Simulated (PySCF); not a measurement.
**Electron correlation in Sb+ (antimony, charge +1)**

[Kr] 4d10 5s2 5p2, high-spin 3P determinant. Calculation: PySCF 2.14, in aug-cc-pVDZ-PP with ECP28MDF; scalar relativity through the core potential. Frozen: 4s2 4p6 4d10; 4 electrons correlated.

MP2 pair energies summed by pair of shells (mhartree):

| pair | energy | share (%) |
| --- | --- | --- |
| 5s-5p | -21.82 | 60.1 |
| 5s-5s | -10.83 | 29.9 |
| 5p-5p | -3.62 | 10.0 |

Total MP2 correlation energy: -36.27 mhartree.

Same-spin part -6.09 and opposite-spin part -30.18 mhartree; SCS-MP2 scales them by 1/3 and 6/5 to -38.25 mhartree.

```csv
level,correlation energy (mhartree)
CCSD,-50.54
(T),-0.60
CCSD(T),-51.14
```

Diagnostics: T1 = 0.0073, D1 = 0.0200, largest double amplitude 0.094.

Q: Is a single reference adequate?

A: Mostly. T1 lies below 0.03, but a double amplitude of this size points to a near-degeneracy that CCSD handles and MP2 describes poorly.
